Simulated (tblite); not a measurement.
Start geometry of `[H]/N=C\C(=C)/C=N/[SiH2]P` from a force field or distance geometry (Å):
```
atom  x, y, z in Å
C1    -1.7585    1.5161    0.7153
C2    -1.6390    0.5140   -0.1436
C3    -2.7194    0.2531   -1.0642
N4    -2.7003   -0.6960   -1.9469
C5    -0.4158   -0.2989   -0.0939
N6     0.5376   -0.0511    0.7366
Si7    1.9830   -1.0831    0.6964
P8     3.8029    0.1205    0.9838
H9    -0.9668    1.7475    1.4404
H10   -2.6854    2.1002    0.6757
H11   -3.5956    0.9225   -1.0033
H12   -1.8790   -1.3547   -2.0099
H13   -0.2712   -1.1284   -0.7675
H14    1.9624   -2.0675    1.7926
H15    2.0728   -1.8012   -0.5719
H16    4.7000   -0.2167   -0.1108
H17    3.5652    1.5356    0.9601
```

Problem. What comes out of this run: GFN2-xTB geometry optimisation, gas phase (tblite 0.8.0)?

Solution. 
```
atom  x, y, z in Å
C1    -1.7034    1.3192    0.9243
C2    -1.5876    0.4908   -0.1225
C3    -2.6839    0.3628   -1.0986
N4    -2.8988   -0.5472   -1.9386
C5    -0.3755   -0.3053   -0.3154
N6     0.5241   -0.3733    0.5617
Si7    2.0668   -1.0834    0.7120
P8     3.3934    0.7206    0.8929
H9    -0.9099    1.3913    1.6486
H10   -2.5837    1.9201    1.0793
H11   -3.4226    1.1604   -1.0648
H12   -2.2151   -1.3034   -1.9556
H13   -0.2985   -0.8234   -1.2799
H14    2.0130   -1.7512    2.0104
H15    2.5268   -2.0134   -0.3338
H16    4.5456   -0.0315    1.0358
H17    3.6023    0.8792   -0.4668
```

The energy falls by 0.976 eV over 142 L-BFGS steps, the largest force on an atom goes from 3.11 to 0.009 eV/Å, and the atoms move by 0.600 Å rms after alignment. Among the bonds, N6–Si7 and P8–H16 change most and about equally (-0.072 Å). Bonds longer at the end by more than 0.005 Å: 5 of 16; shorter: 11. Among the angles that change most is C5–N6–Si7, from 118.4° to 137.0°. Among the dihedrals that turn most is N6–Si7–P8–H17, from -9° to -89°. Rotational constants go from 3599, 519.6, 477.3 to 3249, 551.7, 510.1 MHz. The orientation of the end geometry is arbitrary; only internal coordinates are fixed.

The run took 2.0 s on one thread of an Arm Neoverse N1, no GPU, shared host with 64 logical CPUs at a one-minute load of 60.

Its GFN2-xTB frequencies are all real (lowest 24 cm⁻¹). The numbers are those of one conformer.

These are computed values.
